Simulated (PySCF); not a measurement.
Bond stretch in AgH, singlet.

Levels of theory: RKS-PBE = restricted PBE/def2-SVP, def2 effective core potentials past Kr (PySCF 2.14.0); UKS-PBE = unrestricted PBE/def2-SVP, def2 effective core potentials past Kr (PySCF); UKS-r2SCAN = unrestricted r2SCAN/def2-SVP, def2 effective core potentials past Kr in PySCF 2.14.0; UCCSD(T) = CCSD(T) on UHF/def2-SVP, def2 effective core potentials past Kr run with PySCF.

Energies relative to the lowest point of each curve near equilibrium, in kcal/mol; the last columns give the difference from UCCSD(T):

```tsv
R / Å	RKS-PBE	UKS-PBE	UKS-r2SCAN	UCCSD(T)	RKS-PBE − UCCSD(T)	UKS-PBE − UCCSD(T)	UKS-r2SCAN − UCCSD(T)
1.28	26.5	26.5	25.5	24.4	2.1	2.1	1.1
1.39	9.7	9.7	9.0	8.7	1.0	1.0	0.3
1.45	4.7	4.7	4.1	4.1	0.6	0.6	0.1
1.51	1.7	1.7	1.3	1.4	0.3	0.3	0.0
1.59	0.1	0.1	0.0	0.0	0.0	0.0	0.0
1.62	0.0	0.0	0.0	0.0	0.0	0.0	0.0
1.68	0.5	0.5	0.8	0.6	0.0	0.0	0.2
1.73	1.5	1.5	2.0	1.6	0.0	0.0	0.4
1.79	3.3	3.3	3.9	3.2	0.1	0.1	0.7
1.87	6.1	6.1	7.0	5.9	0.2	0.2	1.1
1.98	10.8	10.8	12.1	10.3	0.6	0.6	1.8
2.17	19.7	19.7	21.6	18.8	0.9	0.9	2.8
2.44	32.1	32.1	34.2	30.2	1.9	1.9	3.9
2.65	40.7	40.5	40.9	37.6	3.1	2.9	3.3
2.90	49.4	47.2	46.3	44.1	5.3	3.1	2.1
3.25	59.1	52.2	50.9	49.1	10.0	3.1	1.8
3.58	65.9	54.2	53.4	50.8	15.1	3.3	2.6
4.01	72.2	55.1	55.1	51.5	20.6	3.5	3.5
4.34	75.5	55.3	55.6	51.7	23.7	3.6	3.9
4.87	78.9	55.5	56.0	51.8	27.1	3.7	4.2
5.60	81.4	55.6	56.1	51.9	29.5	3.7	4.3
6.53	82.7	55.6	56.2	51.9	30.8	3.7	4.3
```

RKS-PBE is furthest from UCCSD(T) at 6.53 (30.8 kcal/mol, above); its mean absolute difference over the points is 7.9 kcal/mol.

UKS-PBE is furthest from UCCSD(T) at 6.53 (3.7 kcal/mol, above); its mean absolute difference over the points is 1.7 kcal/mol.

UKS-r2SCAN is furthest from UCCSD(T) at 6.53 (4.3 kcal/mol, above); its mean absolute difference over the points is 1.9 kcal/mol.

At the longest distance RKS-PBE leaves fractional charges on the fragments, a sign of delocalisation error or of the restricted form. The restricted form behind RKS-PBE keeps the bonding electrons paired and can't separate into open-shell fragments. The unrestricted determinant behind UKS-PBE is spin-contaminated at 2.65 to 6.53 Å (<S²> up to 1.0, against 0.00 for a pure singlet). The unrestricted determinant behind UKS-r2SCAN is spin-contaminated at 2.44 to 6.53 Å (<S²> up to 1.0, against 0.00 for a pure singlet). The unrestricted determinant behind UCCSD(T) is spin-contaminated at 2.17 to 6.53 Å (<S²> up to 1.0, against 0.00 for a pure singlet).
